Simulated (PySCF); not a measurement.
C3H4ClFSi, SMILES FC=C=C([SiH3])Cl.

Geometry: B3LYP-D3(BJ)/def2-SVP. This is a generated structure with no PubChem entry under its InChIKey; it may be hypothetical.

Two levels are set side by side: TDA-PBE/def2-SVPD (PySCF) and TDA-CAM-B3LYP/def2-SVPD (PySCF). Vertical, same geometry. The lowest singlet is HOMO→LUMO 99 % with PBE and HOMO→LUMO 96 % with the other functional; states are paired by order. Differences are taken from unrounded values.

| quantity | TDA-CAM-B3LYP | TDA-PBE | TDA-PBE minus TDA-CAM-B3LYP |
|---|---|---|---|
| lowest singlet excitation (eV) | 4.88 | 4.57 | -0.31 |
| lowest triplet excitation (TDA) (eV) | 3.98 | 3.89 | -0.09 |
| first bright state (f over 0.05) (eV) | 7.24 | 6.18 | -1.06 |
| its oscillator strength | 0.46 | 0.06 | -0.39 |

A lower first singlet is the usual sign of a functional without exact exchange. Differences between two approximate levels are no errors against the true value.

Rough cost on one machine, each run with all the roots and properties that it gave: TDA-CAM-B3LYP against TDA-PBE about 4 times.
